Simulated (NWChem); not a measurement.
System: GeSiH$_{4}$OF$_{2}$; SMILES F[SiH](F)[O][GeH3]

NWChem input:

```
start job
memory heap 200 mb stack 900 mb global 1100 mb
geometry units angstroms noautosym nocenter noautoz
  Si     0.002063    -1.516187    -0.428021
  F     -1.280640    -1.865483     0.468693
  F      1.272698    -1.877332     0.481020
  O      0.011124     0.051013    -0.839980
  Ge     0.003770     1.606783     0.091238
  H      0.004289    -2.350757    -1.635659
  H     -1.278919     1.653583     0.951206
  H      0.008523     2.702193    -0.992405
  H      1.276245     1.656058     0.965995
end
basis spherical
  Si library pcsseg-1
  F library pcsseg-1
  O library pcsseg-1
  Ge library pcsseg-1
  H library pcsseg-1
end
dft
  xc pbe0
  iterations 150
end
property
  shielding
end
task dft property
```

NWChem printed, in part:

```
             Northwest Computational Chemistry Package (NWChem) 7.3.0
             --------------------------------------------------------

                             Geometry "geometry" -> ""
                             -------------------------

 Output coordinates in angstroms (scale by  1.889725989 to convert to a.u.)

  No.       Tag          Charge          X              Y              Z
 ---- ---------------- ---------- -------------- -------------- --------------
    1 Si                  14.0000     0.00206300    -1.51618700    -0.42802100
    2 F                    9.0000    -1.28064000    -1.86548300     0.46869300
    3 F                    9.0000     1.27269800    -1.87733200     0.48102000
    4 O                    8.0000     0.01112400     0.05101300    -0.83998000
    5 Ge                  32.0000     0.00377000     1.60678300     0.09123800
    6 H                    1.0000     0.00428900    -2.35075700    -1.63565900
    7 H                    1.0000    -1.27891900     1.65358300     0.95120600
    8 H                    1.0000     0.00852300     2.70219300    -0.99240500
    9 H                    1.0000     1.27624500     1.65605800     0.96599500

 Effective nuclear repulsion energy (a.u.)     462.1436091071

                              NWChem Property Module
                              ----------------------

  itol2e modified to match energy
  convergence criterion.

                                 NWChem DFT Module
                                 -----------------

 Summary of "ao basis" -> "ao basis" (spherical)
 ------------------------------------------------------------------------------
       Tag                 Description            Shells   Functions and Types
 ---------------- ------------------------------  ------  ---------------------
 Si                         pcsseg-1                10       24   4s5p1d
 F                          pcsseg-1                 7       17   3s3p1d
 O                          pcsseg-1                 7       17   3s3p1d
 Ge                         pcsseg-1                15       41   5s7p3d
 H                          pcsseg-1                 3        5   2s1p

  itol2e modified to match energy
  convergence criterion.

            General Information
            -------------------
          SCF calculation type: DFT
          Wavefunction type:  closed shell.
          No. of atoms     :     9
          No. of electrons :    76
           Alpha electrons :    38
            Beta electrons :    38
          Charge           :     0
          Spin multiplicity:     1
          Use of symmetry is: off; symmetry adaption is: off
          Maximum number of iterations: 150
          AO basis - number of functions:   136
                     number of shells:    58
          Convergence on energy requested:  1.00D-07
          Convergence on density requested:  1.00D-05
          Convergence on gradient requested:  5.00D-04

              XC Information
              --------------
                         PBE0 Method XC Functional
                     Hartree-Fock (Exact) Exchange  0.250
          PerdewBurkeErnzerhof Exchange Functional  0.750
            Perdew 1991 LDA Correlation Functional  1.000 local
           PerdewBurkeErnz. Correlation Functional  1.000 non-local

[...]

          -----------------------------------------
          Chemical Shielding Tensors (GIAO, in ppm)
          -----------------------------------------

                                NWChem CPHF Module
                                ------------------

  scftype          =     RHF
  nclosed          =       38
  nopen            =        0
  variables        =     3724
  # of vectors     =        3
  tolerance        = 0.10D-03
  level shift      = 0.00D+00
  max iterations   =       50
  max subspace     =       30

 SCF residual:    2.6599146053394988E-004

Iterative solution of linear equations
  No. of variables     3724
  No. of equations        3
  Maximum subspace       30
        Iterations       50
       Convergence  1.0D-04

   iter   nsub   residual    time
   ----  ------  --------  ---------
     1      3    4.07D-01      71.4
     2      6    1.38D-02      81.9
     3      9    9.03D-04      92.4
     4     12    8.22D-05     102.8

      Atom:    1  Si
        Diamagnetic
    881.0721      0.0060     -0.0012
      0.0060    882.2564     -2.6479
     -0.0012     -2.6479    877.2980

        Paramagnetic
   -485.7905      0.1941      0.0058
      0.1941   -440.1918      7.5448
      0.0058      7.5448   -472.9812

        Total Shielding Tensor
    395.2816      0.2000      0.0046
      0.2000    442.0646      4.8969
      0.0046      4.8969    404.3168

           isotropic =     413.8877
          anisotropy =      43.2041

          Principal Components and Axis System
                 1           2           3
              442.6904    403.6919    395.2807

      1         0.0042     -0.0025      1.0000
      2         0.9919     -0.1266     -0.0045
      3         0.1266      0.9920      0.0019

      Atom:    2  F
        Diamagnetic
    480.9150      6.2610    -12.8949
      6.2610    465.3519     -4.9019
    -12.8949     -4.9019    469.3758

        Paramagnetic
   -132.3954      4.5317    -41.0919
      4.5317   -198.4765    -18.9324
    -41.0919    -18.9324   -142.6012

        Total Shielding Tensor
    348.5196     10.7927    -53.9867
     10.7927    266.8754    -23.8343
    -53.9867    -23.8343    326.7745

           isotropic =     314.0565
          anisotropy =     124.3892

          Principal Components and Axis System
                 1           2           3
              396.9826    287.7369    257.4500

      1         0.7497      0.6464      0.1421
      2         0.1789     -0.4046      0.8968
      3        -0.6372      0.6469      0.4190

      Atom:    3  F
        Diamagnetic
    480.5737     -6.3663     12.9535
     -6.3663    465.4491     -5.0869
     12.9535     -5.0869    469.6381

        Paramagnetic
   -133.4262     -4.8183     41.2316
     -4.8183   -198.4723    -19.3684
     41.2316    -19.3684   -141.9061

        Total Shielding Tensor
    347.1475    -11.1846     54.1851
    -11.1846    266.9767    -24.4553
     54.1851    -24.4553    327.7319

           isotropic =     313.9521
          anisotropy =     124.6581

          Principal Components and Axis System
                 1           2           3
              397.0574    287.5174    257.2814

      1         0.7416     -0.6557     -0.1418
      2        -0.1850     -0.4030      0.8963
      3         0.6449      0.6384      0.4202

      Atom:    4  O
        Diamagnetic
    383.1161      0.0713     -0.0899
      0.0713    424.6266      3.5994
     -0.0899      3.5994    391.1040

        Paramagnetic
    -82.9620      0.5369      0.2441
      0.5369   -121.7934    -39.5476
      0.2441    -39.5476   -122.7514

        Total Shielding Tensor
    300.1540      0.6082      0.1542
      0.6082    302.8333    -35.9482
      0.1542    -35.9482    268.3526

           isotropic =     290.4466
          anisotropy =      52.5334

          Principal Components and Axis System
                 1           2           3
              325.4689    300.1504    245.7206

      1         0.0171      0.9998     -0.0083
      2         0.8462     -0.0100      0.5327
      3        -0.5326      0.0162      0.8462

      Atom:    5  Ge
        Diamagnetic
   2752.5985     -0.0238     -0.0185
     -0.0238   2762.5707      3.9714
     -0.0185      3.9714   2755.2024

        Paramagnetic
  -1446.7699     -0.9828     -0.3352
     -0.9828  -1221.9480    122.7611
     -0.3352    122.7611  -1370.6208

        Total Shielding Tensor
   1305.8286     -1.0067     -0.3537
     -1.0067   1540.6227    126.7325
     -0.3537    126.7325   1384.5816

           isotropic =    1410.3443
          anisotropy =     301.6269

          Principal Components and Axis System
                 1           2           3
             1611.4289   1313.7832   1305.8208

      1        -0.0034      0.0229      0.9997
      2         0.8730     -0.4875      0.0142
      3         0.4877      0.8728     -0.0183

      Atom:    6  H
        Diamagnetic
     23.5106     -0.0114     -0.0210
     -0.0114     29.9149      7.6993
     -0.0210      7.6993     34.3943

        Paramagnetic
     -0.3545      0.0054      0.0097
      0.0054     -2.0497     -2.8180
      0.0097     -2.8180     -4.7216

        Total Shielding Tensor
     23.1561     -0.0060     -0.0114
     -0.0060     27.8652      4.8812
     -0.0114      4.8812     29.6728

           isotropic =      26.8980
          anisotropy =      10.2528

          Principal Components and Axis System
                 1           2           3
               33.7332     23.8048     23.1561

      1        -0.0012      0.0041      1.0000
      2         0.6395      0.7688     -0.0024
      3         0.7688     -0.6395      0.0035

      Atom:    7  H
        Diamagnetic
     33.5196     -2.0577    -11.0108
     -2.0577     22.1599      2.5101
    -11.0108      2.5101     26.3684

        Paramagnetic
     -3.8979      0.6139      3.4913
      0.6139      0.4869     -0.4186
      3.4913     -0.4186     -1.5253

[...]
```

Level: PBE0/pcSseg-1, GIAO. Coordinates come from a B3LYP/6-31G* (spherical d) optimisation. The printed shielding anisotropy is the first printed principal value minus the mean of the other two.
